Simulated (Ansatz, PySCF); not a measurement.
Gas-phase reaction R1 → 2 P1, each structure at its B3LYP-D3(BJ)/def2-TZVP stationary point, reached from a drawn start (curvature not checked).
P1: N atom, charge 0, multiplicity 4.
R1: N2 (SMILES N#N), charge 0, multiplicity 1.

P less R. No zero-point or thermal terms; singlets are restricted closed shells; open shells are unrestricted.

Programs: Ansatz (Gaussian orbitals); PySCF for M06-2X. Each number belongs to the level named beside it.

Question: One of these levels gives 226.90 kcal/mol for the reaction energy. Which one is it?
(A) HF/cc-pVQZ
(B) M06-2X/def2-TZVPP
(C) BHLYP/def2-TZVPP

Answer: B, M06-2X/def2-TZVPP. The others give 116.02 (HF/cc-pVQZ), 207.32 (BHLYP/def2-TZVPP)

Ansatz is a program for electronic structure.
